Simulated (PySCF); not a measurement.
# SiF₄, singlet: molecular constants

Level of theory: PySCF, PBE0, basis Si def2-TZVP, F def2-TZVP (no relativity, density fitting).

The structure is a minimum.

```
Point group                                                                   : Td
Bond lengths                                                                  : Si–F 1.562 Å (×4)
Bond angles                                                                   : F–Si–F 109.5° (×6)
Atomisation energy without zero-point energy                                  : 2317 kJ/mol
Enthalpy at 298.15 K above 0 K                                                : 15.40 kJ/mol
Dipole moment                                                                 : 0.00 D
Lowest empty level                                                            : 0.52 eV
Zero-point energy                                                             : 33.4 kJ/mol
Rotational symmetry number                                                    : 12
Principal quadrupole moments (Buckingham, traceless) about the centre of mass : 0.00, 0.00, 0.00 D Å
Highest occupied level                                                        : -12.77 eV
Heat capacity Cp at 298.15 K                                                  : 73.7 J/(mol K)
Principal polarisabilities                                                    : 20.0, 20.0, 20.0 bohr³
Rotational constants                                                          : 0.1364, 0.1364, 0.1364 cm⁻¹
Entropy at 298.15 K and 1 bar                                                 : 283.2 J/(mol K)
```

Harmonic modes (masses in u: Si 27.977, F 18.998):
```
symmetry  ω (cm⁻¹)  IR (km/mol, summed over degenerate members)  μ (u)
       e       262                                          0.0  19.00
      t2       386                                          133  20.43
      a1       796                                          0.0  19.00
      t2      1036                                          696  22.73
```

In Td the vibrations span e + 2t2 + a1. The a1, e modes carry no infrared intensity, as symmetry demands.

Charges (e):
| atom | Mulliken | Löwdin | polar tensor | Mayer order to Si1 |
| --- | --- | --- | --- | --- |
| Si1 | 1.04 | -0.32 | 2.37 | – |
| F2,3,4,5 | -0.26 | 0.08 | -0.59 | 1.20 |

Mulliken populations on Si1: s 4.71, p 7.19, d 0.84, f 0.22.

Outer orbital energies (eV). occupied: -14.02, -14.02, -13.76, -13.76, -13.76, -12.77, -12.77, -12.77; empty: 0.52, 2.39, 2.39, 2.39.

Counting electrons, silicon keeps none of its valence electrons outside its bonds, so the VSEPR class is AX4 and the expected shape is tetrahedral (Td), as computed.

The final relaxation and frequency run took 30 s on 4 threads of a shared Arm Neoverse V2 host, with 161 basis functions and 8 gradients; the process peaked at 1.9 GiB. Launch command: `OMP_NUM_THREADS=4 python axn.py task.json out`.
